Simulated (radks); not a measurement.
Question: All-electron atom: the copper ion Cu4+ in [Ar] 3d7. Calculated with a radial shooting solver on a logarithmic mesh with Libxc functionals: Dirac Kohn-Sham, PBEsol, spin-unpolarised, spherical densities, finite nucleus; open shells are shared between the two j in proportion to 2j + 1; Fermi nuclear charge, rms radius 3.8823 fm. Some entries of the table are withheld. Estimate them.

orbital  occ.  eigenvalue (hartree)  <r> (bohr)  r(max) (bohr)
1s1/2       2             -327.4967     0.05216        0.03413
2s1/2       2             -41.65202      0.2352            (1)
2p1/2       2             -36.82357      0.2043         0.1564
2p3/2       4             -36.07190      0.2076         0.1591
3s1/2       2              -6.73978      0.6996            (2)
3p1/2       2              -5.22770      0.7200            (3)
3p3/2       4              -5.12740      0.7293            (4)
3d3/2     2.8                   (5)         (6)            (7)
3d5/2     4.2                   (8)         (9)           (10)

Answer: 
(1) 2s1/2 r(max) (bohr): 0.1968
(2) 3s1/2 r(max) (bohr): 0.6101
(3) 3p1/2 r(max) (bohr): 0.6086
(4) 3p3/2 r(max) (bohr): 0.6163
(5) 3d3/2 eigenvalue (hartree): -2.61319
(6) 3d3/2 <r> (bohr): 0.8023
(7) 3d3/2 r(max) (bohr): 0.5747
(8) 3d5/2 eigenvalue (hartree): -2.59996
(9) 3d5/2 <r> (bohr): 0.8059
(10) 3d5/2 r(max) (bohr): 0.5772
